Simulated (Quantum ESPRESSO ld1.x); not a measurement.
Question: This ld1.x (Quantum ESPRESSO 7.5) run is given with its output. Can the result be used, and if not, why?

```
 &input
    atom='Cs',
    iswitch=1,
    rel=1,
    dft='PBE',
    config='[Xe] 6s2',
    verbosity='high',
    prefix='ld1',
    max_out_wfc=37,
    file_charge='ld1.rho',
 /
```

```
     Program LD1 v.7.5 starts

     Message from routine scf:
     warning: convergence not achieved
     --------------------------- All-electron run ----------------------------

     scalar relativistic calculation

     atomic number is 55.00
     dft =PBE   lsd =0 sic =0 latt =0  beta=0.20 tr2=1.0E-14
     Exchange-correlation= PBE
                           (   1   4   3   4   0   0   0)
     mesh =2077 r(mesh) =  99.55068 a.u. xmin = -8.00 dx = 0.00800
     1 Ry =  13.60569312 eV, c = 137.03599908

     n l     nl                  e(Ry)          e(Ha)          e(eV)
     1 0     1S 1( 2.00)   -2630.996985418   -1315.498492709 -35796.5375911
     2 0     2S 1( 2.00)    -412.472579908    -206.236289954  -5611.9753439
     2 1     2P 1( 6.00)    -369.967162720    -184.983581360  -5033.6596816
     3 0     3S 1( 2.00)     -85.539337116     -42.769668558  -1163.8219707
     3 1     3P 1( 6.00)     -71.862681283     -35.931340641   -977.7415885
     4 0     4S 1( 2.00)     -15.923866869      -7.961933434   -216.6552459
     4 1     4P 1( 6.00)     -11.552016603      -5.776008301   -157.1731929
     3 2     3D 1(10.00)     -51.794529595     -25.897264797   -704.7004751
     5 0     5S 1( 2.00)      -1.695792499      -0.847896249    -23.0724323
     5 1     5P 1( 6.00)      -0.724943782      -0.362471891     -9.8633626
     4 2     4D 1(10.00)      -5.189676906      -2.594838453    -70.6091514
     6 0     6S 1( 2.00)       0.019345548       0.009672774      0.2632096

     final scf error:  4.1E-01 reached in 201 iterations

     Etot =  -15535.904657 Ry,   -7767.952329 Ha, -211376.751154 eV

     Ekin =   16445.967261 Ry,    8222.983630 Ha,  223758.783660 eV
     Encl =  -37663.665587 Ry,  -18831.832793 Ha, -512440.275860 eV
     Eh   =    6065.509686 Ry,    3032.754843 Ha,   82525.463424 eV
     Exc  =    -383.716017 Ry,    -191.858009 Ha,   -5220.722377 eV
```

Answer: No. The cycle did not converge: in the last iteration no bound solution was found for 6s (the eigenvalue is printed as zero or positive). The species is Cs- with 56 electrons. In a local or semilocal functional the extra electron of a negative ion sees its own charge, the potential lacks the -1/r tail, and the highest level tends to rise to zero. The printed total energy is meaningless.
